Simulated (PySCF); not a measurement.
C₂H₆Si, SMILES C[Si]C (connectivity only; charge and spin as stated), neutral, multiplicity 1.

Geometry: TPSSh-D3(BJ)/def2-TZVP. The isomer is the one that the SMILES or the coordinates give; other isomers of the formula were not compared.

Two levels are set side by side: TDA-PBE/def2-SVPD (PySCF) and TDA-CAM-B3LYP/def2-SVPD (PySCF). Vertical, same geometry. The lowest singlet is HOMO→LUMO 97 % with PBE and HOMO→LUMO 97 % with the other functional; states are paired by order. Differences are taken from unrounded values.

```csv
quantity,TDA-PBE
lowest singlet excitation (eV),2.76
lowest triplet excitation (TDA) (eV),1.27
first bright state (f over 0.05) (eV),5.58
its oscillator strength,0.19
```

Task: These are the TDA-PBE values. What does TDA-CAM-B3LYP give? (The exact figures need the calculation; the answer reports its results.)

Result: 
```
quantity                               TDA-CAM-B3LYP  TDA-PBE minus TDA-CAM-B3LYP
-------------------------------------  -------------  ---------------------------
lowest singlet excitation (eV)                  2.83                        -0.07
lowest triplet excitation (TDA) (eV)            1.31                        -0.04
first bright state (f over 0.05) (eV)           6.18                        -0.59
its oscillator strength                         0.28                        -0.10
```

Rough cost on one machine, each run with all the roots and properties that it gave: TDA-CAM-B3LYP against TDA-PBE about 3 times.
